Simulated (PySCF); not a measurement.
# One molecule, several mistakes: CH7NSi2

All numbers below are calculated, not measured. The program is PySCF 2.14.0, an open-source quantum chemistry code, run on an isolated molecule that a program drew, which may never have been made. The molecule is CH7NSi2 (charge 0, singlet), drawn as the SMILES string `C[Si][SiH2]N`.

Each row is a Hartree-Fock (HF) and frozen-core CCSD(T) single point in the cc-pV(D+d)Z basis, meant for a local HF minimum. Run 1 is clean. Each other run has one planted mistake out of seven kinds, and not every kind appears here: one electron removed, one electron added, multiplicity raised by two, geometry at a saddle point, minimal basis STO-3G, one bond length entered in bohr, all coordinates scaled. The reference is restricted for singlets and unrestricted otherwise, and also for a bond in bohr. Adding or removing an electron swaps singlet and doublet. Electrons count all cores. HOMO and LUMO are orbital energies over both spins, the gradient is its largest component, and the lowest frequency (negative if imaginary) is given only where the gradient is small. Bond lengths are over the 10 bonds as drawn. T1 is the CCSD diagnostic: over 0.02 (restricted) or 0.045 (unrestricted) a single reference is doubtful.

Geometry of the clean run:
```xyz
11
CH7NSi2, angstrom
C     1.6693    0.5571    1.1454
Si    0.3367    1.9327    1.1529
Si   -0.7217    1.3141   -0.9239
N    -1.6566    2.6352   -1.5429
H     2.1735    0.4612    2.1094
H     1.2989   -0.4259    0.8367
H     2.4259    0.8526    0.4034
H    -1.5120    0.0742   -0.6343
H     0.2545    0.9277   -1.9773
H    -2.2128    3.1673   -0.8991
H    -2.1583    2.5198   -2.4048
```

```
run,electrons,basis functions,<S^2>,HOMO (eV),LUMO (eV),gradient (hartree/bohr),lowest frequency (cm^-1),mean bond (Å),longest bond (Å),T1,HF (hartree),CCSD(T) (hartree),mistake
1,48,109,0.000,-7.96,0.66,1.3e-05,54,1.4340,2.412,0.0126,-674.23406,-674.81242,no fault
2,47,109,0.770,-15.08,-5.94,4.4e-02,-,1.4340,2.412,0.0189,-673.97979,-674.52850,one electron removed
3,48,35,0.000,-5.31,5.77,3.1e-02,-,1.4340,2.412,0.0071,-666.37912,-666.60022,minimal basis STO-3G
4,48,109,2.010,-7.62,0.57,2.4e-02,-,1.4340,2.412,0.0158,-674.22258,-674.78053,?
5,48,109,0.000,-8.06,0.54,2.3e-02,-,1.4756,2.482,0.0129,-674.22647,-674.80970,?
```

**Which mistake was planted in run 4, and what did it cost?**

Electrons, basis and geometry are unchanged, and <S^2> is 2.010, beside S(S+1) = 2.00 for a multiplicity of 3. So the mistake is: multiplicity raised by two. Subtracting run 1 and multiplying by 627.51 kcal/mol a hartree, the energy moved by 7.2 kcal/mol in HF and 20.0 kcal/mol in CCSD(T).

**Which mistake was planted in run 5, and what did it cost?**

The mean and the longest bond both change by the same factor, 1.029, and the gradient is no longer small. So the mistake is: all coordinates scaled. Subtracting run 1 and multiplying by 627.51 kcal/mol a hartree, the energy moved by 4.8 kcal/mol in HF and 1.7 kcal/mol in CCSD(T).

